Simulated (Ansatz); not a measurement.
Several settings on one geometry of Mg₅S₄I₂ (that of the charge 0 singlet, PBE-D4/def2-SVP). Ansatz on 2 threads of AMD EPYC 7R13 on a shared host; times are rough.

```xyz
11

Mg   -0.0870   -2.4329    0.2420
Mg   -0.1019    0.2376   -2.4326
Mg   -2.1363   -0.2807   -0.2683
Mg    0.4320   -0.0112    2.3110
Mg    0.4193    2.3133   -0.0174
S    -1.0654   -1.8939   -1.8850
S    -1.5640   -1.3223    1.8273
S    -1.5814    1.8164   -1.3163
S     1.0276    2.2258    2.2165
I     2.3381   -2.0575    1.3960
I     2.3191    1.4054   -2.0731
```

Totals from different functionals, basis sets or treatments of relativity can't be compared as stabilities.

In the def2 sets I takes a core potential; there is no spin–orbit coupling. B3LYP takes the VWN-RPA correlation.

Scalar relativity in a set contracted without it gives distorted totals.

Task: Give the basis size and estimate the energy, ⟨S²⟩, dipole and time of these runs.

```csv
run,method,charge,state,further keys
1,RKS ωB97X-V/def2-SVP,0,singlet,scf: {omitted_lower_state_checks: [starts]}; forces asked
2,RKS B3LYP-D3(BJ)/def2-mTZVPP,0,singlet,"point_charges: [{charge: -1.00, position_ang: [7.098, -0.477, -0.355]}]; pseudopotentials: {relativity: scalar}; scf: {omitted_lower_state_checks: [starts]}; forces asked"
3,RKS revPBE0/def2-SVPD,0,singlet,scf: {omitted_lower_state_checks: [starts]}; forces asked
```

Result: 
```csv
run,functions,energy (Eh),⟨S²⟩,dipole (D),wall time
1,214,-3187.9411,–,4.95,53 s
2,250,-3194.7116,–,4.67,23 s
3,283,-3188.0083,–,4.94,7.5 s
```
